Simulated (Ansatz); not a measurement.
Mg₄O₇H₆, relaxed as a singlet with RKS PBE0-D4/def2-SVP in Ansatz, starting from the GFN2-xTB geometry. Force threshold 0.03 eV/Å.

The structure holds 2 bonds between oxygen atoms, so isomers without such links may lie far lower. Another isomer (singlet) lies 5.74 eV lower at PBE0-D4/def2-TZVP; other spin states weren't run for this one.

Start:

```xyz
17

Mg   -1.382   -1.122    0.724
Mg   -0.139    0.673   -0.874
Mg    1.438   -1.552   -0.719
Mg    1.432    0.310    1.462
O     1.743   -1.933    1.132
O    -0.559   -1.386   -1.071
O     0.427   -1.379    1.350
O     1.606    0.241   -0.471
O    -0.913    1.260   -2.369
O    -0.572    2.430   -1.571
O    -0.742    0.789    0.968
H    -1.220    1.565    1.288
H     0.418   -0.773    0.578
H    -0.983   -1.602   -1.911
H    -0.133    2.986   -2.229
H    -2.650   -1.754    1.329
H     2.229    1.246    2.384
```

| step | energy (eV) | largest force component (eV/Å) | SCF passes |
| --- | --- | --- | --- |
| 1 | -36161.4485 | 2.344 | 21 |
| 2 | -36163.0090 | 1.424 | 25 |
| 3 | -36163.8064 | 0.639 | 25 |
| 4 | -36164.0203 | 0.589 | 33 |
| 5 | -36164.1346 | 0.907 | 27 |
| 6 | -36164.2391 | 0.463 | 24 |
| 7 | -36164.3090 | 0.419 | 26 |
| 8 | -36164.3765 | 0.640 | 26 |
| 9 | -36164.4449 | 0.721 | 26 |
| 10 | -36164.5126 | 0.632 | 26 |
| 11 | -36164.5865 | 0.386 | 27 |
| 13 | -36164.7482 | 0.317 | 26 |
| 15 | -36164.9875 | 0.530 | 26 |
| 17 | -36165.4134 | 0.999 | 26 |
| 19 | -36165.7365 | 1.079 | 26 |
| 21 | -36165.9238 | 0.527 | 26 |
| 23 | -36166.0196 | 0.260 | 26 |
| 25 | -36166.0684 | 0.242 | 26 |
| 27 | -36166.0880 | 0.148 | 26 |
| 29 | -36166.0955 | 0.088 | 26 |
| 31 | -36166.0969 | 0.014 | 26 |

Force components are those of the run's own axes.

End:

Cartesian coordinates in Å:
```
Mg -1.8364 -1.8284 0.5008
Mg -0.5135 0.7766 -0.4812
Mg 1.2546 -1.2777 0.1505
Mg 2.3189 2.1274 -0.4541
O 1.1536 -2.9174 1.1466
O -0.4625 -1.3021 -0.9351
O -0.0513 -2.2476 1.6690
O 1.3838 0.5667 -0.0145
O -0.5703 2.4405 -1.4677
O 0.7341 3.0433 -1.3714
O -1.8347 0.1217 0.7943
H -2.4089 0.6360 1.3642
H 0.0378 -2.3363 2.6270
H -0.5224 -1.6989 -1.8098
H 0.6180 3.9011 -1.7964
H -3.1031 -2.9854 0.5331
H 3.8026 2.9805 -0.4553
```

Bonds lost: Mg2–O10, Mg4–O5, Mg4–O7, Mg4–O11 (atoms count from 1). Bonds formed: Mg4–O10 (atoms count from 1). Metal–metal contacts that move far: Mg1–Mg4 3.24 to 5.82 Å, Mg3–Mg4 2.87 to 3.62 Å.

No frequencies were taken in this run, so the end may be a saddle point.

Hardware: 6 threads of Intel Xeon on a shared host. Wall time 2.3 min, peak host memory 0.71 GiB.
